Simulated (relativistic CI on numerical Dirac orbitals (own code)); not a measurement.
## Pt⁴⁺: L2,3 absorption edge

Computed with this model: Dirac-Coulomb-Breit CI, separate exchange-only KLI orbitals for each configuration, a model potential for QED, valence Slater integrals scaled by 0.8, multiplet model of core-to-valence dipole absorption; configurations [Xe] 4f14 5d6 → [He] 2s2 2p5 3s2 3p6 3d10 4s2 4p6 4d10 4f14 5s2 5p6 5d7; 300 K; Lorentzian 5 eV and Gaussian 1 eV FWHM. Energies are those of the free ion, without screening or charge transfer. The branching ratio is the share of the lower-energy edge in the whole absorption, uncertain by about 0.02 where the edges overlap. S is read from ⟨S²⟩ = S(S + 1).

Field parameters in Wybourne normalisation: D3d B²₀ = −7Dσ, B⁴₀ = −14Dq − 21Dτ, B⁴₃ = −14√(10/7) Dq; D4h B²₀ = −7Ds, B⁴₀ = 21(Dq − Dt), B⁴₄ = 21√(5/14) Dq. The field is a parameter set, without covalency.

free ion: ground-state S = 1.81, centroid 11705.09 eV, branching ratio 0.918. Peaks (eV, height): 11564.5 (100), 13275.0 (9).

D3d, 10Dq = 27600, Dσ = -1010, Dτ = -260 cm⁻¹: ground-state S = 0.38, centroid 11780.17 eV, branching ratio 0.874. Peaks (eV, height): 11565.0 (100), 13276.0 (14).

D4h, 10Dq = 35500, Ds = -1460, Dt = -240 cm⁻¹: ground-state S = 0.22, centroid 11848.90 eV, branching ratio 0.835. Peaks (eV, height): 11566.0 (100), 13276.5 (20).

The statistical ratio of this edge is 2/3 = 0.667. Values above it arise where the holes sit mainly in the j = l + 1/2 valence subshell or the ground state has high spin; values below it where core-valence Coulomb terms move weight to the upper edge, as in nearly empty shells. At deep edges of heavy elements the radial integrals of the two core levels differ, which raises the baseline.

Strongest unbroadened transitions for D3d, 10Dq = 27600, Dσ = -1010, Dτ = -260 cm⁻¹:

```csv
Energy (eV),Relative strength
11564.71,1.1
11564.72,1.9
11564.74,0.6
11565.13,100.0
11565.15,54.2
11566.00,0.3
11566.03,1.2
11566.08,0.5
11566.23,0.3
11566.26,0.3
11566.39,0.3
11567.15,0.3
11567.37,0.2
11567.60,0.6
11568.48,0.3
13275.78,14.6
13275.79,7.3
13277.00,0.3
```
